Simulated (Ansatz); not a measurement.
Program: Ansatz. Geometries: PBE0-D4/def2-TZVP. ΔE: electronic, gas phase. CCSD(T)/CBS adds triple-zeta CCSD(T) − MP2 to the extrapolated MP2 energy (def2 sets, frozen cores). DFT in def2-TZVPP. B3LYP here is the variant with VWN-RPA as its local correlation; programs differ in this. For Br, Ge outer-core shells are correlated without core-valence functions, which leaves a few kJ/mol of doubt a bond. Scalar relativity is left out up to krypton. One conformer a species, not always the lowest.

Consider the ligand exchange at a Ge–C bond: `[Cl][Ge]([Cl])([Cl])[c]1ccccc1` + HBr → `[Cl][Ge]([Cl])([Cl])[Br]` + `c1ccccc1`.

```
             level  ΔE (kJ/mol)
       LDA (SPW92)        -59.7
              BLYP        -75.7
             B3LYP        -75.9
             BHLYP        -77.5
           LC-ωPBE        -67.6
      MP2/def2-SVP        -51.6
SCS-MP2/def2-TZVPP        -56.9
      HF/CBS(def2)        -84.8
```

(1) What does CCSD(T)/CBS give? (An estimate is asked.)

Largest T1 diagnostic among the species: 0.010.

Answers

(1) The calculation gave: -59.2 kJ/mol. The listed levels differ from it by -0.5, -16.5, -16.7, -18.3, -8.4, 7.6, 2.3, -25.6 kJ/mol.

In def2-TZVPP, CCSD(T) changes the Hartree–Fock value by +29.0 kJ/mol (the triples alone add +4.2 kJ/mol) and MP2 by +30.8 kJ/mol. The D4 term adds +11.0 kJ/mol with B3LYP and +7.3 kJ/mol with PBE0; it sums over pairs of atoms, weighted by their polarisabilities, and B3LYP, whose exchange is more repulsive, gets the larger term.

CCSD(T)/CBS has its own doubt, a few kJ/mol and more with outer-core shells, so smaller differences from it don't rank the levels.
